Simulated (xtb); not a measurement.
AlH₇O₂Si₂, SMILES [OH][Al]([OH])[SiH2][SiH3]. All values are semi-empirical tight-binding results from xtb (GFN2-xTB unless named), good for trends rather than for accurate numbers. Geometry: GFN2-xTB. The structure was generated by enumeration; whether it is a known compound was not checked. One conformer was computed; it need not be the lowest.

Optimised geometry:

Bond lengths (Å): Si1–Si2 2.324, Si1–H6 1.466, Si1–H7 1.470, Si1–H8 1.466, Si2–Al3 2.405, Si2–H9 1.483, Si2–H10 1.483, Al3–O4 1.654, Al3–O5 1.654, O4–H11 0.947, O5–H12 0.947. Bond angles (°): Si2–Si1–H6 114.4, Si2–Si1–H7 110.4, Si2–Si1–H8 114.2, H6–Si1–H7 105.8, H6–Si1–H8 105.4, H7–Si1–H8 105.8, Si1–Si2–Al3 114.1, Si1–Si2–H9 108.2, Si1–Si2–H10 108.2, Al3–Si2–H9 112.4, Al3–Si2–H10 111.9, H9–Si2–H10 101.2, Si2–Al3–O4 116.1, Si2–Al3–O5 116.3, O4–Al3–O5 127.5, Al3–O4–H11 178.8, Al3–O5–H12 179.9.
Charge 0, spin multiplicity 1.

A frequency run showed that this geometry is not a minimum.

For metal compounds this method's bond lengths and energies can be far off.

```yaml
orbital_gap: 3.42 eV
```

Give the atomic charges and the Wiberg bond orders between heavy atoms. (The exact figures need the calculation; the answer reports its results.)

charges (e) Si1 0.36, Si2 0.34, Al3 0.30, O4 -0.48, O5 -0.48, H6 -0.12, H7 -0.14, H8 -0.12, H9 -0.13, H10 -0.13, H11 0.30, H12 0.30. Bond orders Si1–Si2 0.83, Si2–Al3 0.87, Al3–O4 1.36, Al3–O5 1.36.
